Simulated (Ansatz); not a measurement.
`[SiH3][O][GeH]` + `[NH2][Ga]([Cl])[Cl]` → `[NH2][Ge][O][SiH3]` + `[Cl][GaH][Cl]`  (redistribution)

Calculated with Ansatz (gas phase, PBE0-D4/def2-TZVP geometries, no zero-point term in ΔE). CCSD(T)/CBS adds triple-zeta CCSD(T) − MP2 to the extrapolated MP2 energy (def2 sets, frozen cores). DFT in def2-TZVPP. For Ga, Ge outer-core shells are correlated without core-valence functions, which leaves a few kJ/mol of doubt a bond. Scalar relativity is left out up to krypton. One conformer a species, not always the lowest.

(1) Is it downhill or uphill in electronic energy at CCSD(T)/CBS, and by how much? (Estimate.)

(2) What do these levels give: r2SCAN0-D4, CAM-B3LYP-D4, BHLYP, RPA@PBE/def2-TZVPP, HF/def2-TZVPP, CCSD(T)/def2-TZVPP? (Estimate.)

Largest T1 diagnostic among the species: 0.014.

Results:

(1) Computed: Downhill: ΔE = -53.4 kJ/mol.

(2) Computed: r2SCAN0-D4 -59.3, CAM-B3LYP-D4 -57.2, BHLYP -55.4, RPA@PBE/def2-TZVPP -49.9, HF/def2-TZVPP -48.1, CCSD(T)/def2-TZVPP -51.7 kJ/mol.

From PBE to PBE0 (25 % exact exchange), in def2-TZVPP and without D4, ΔE moves by +3.7 kJ/mol. Leaving LDA and LC-ωPBE aside and taking each functional with its dispersion term where it has one, the values, not all of them listed here, spread over 8.2 kJ/mol, from r2SCAN-D4 to BHLYP-D4. LDA lies −3.9 kJ/mol from PBE without D4.
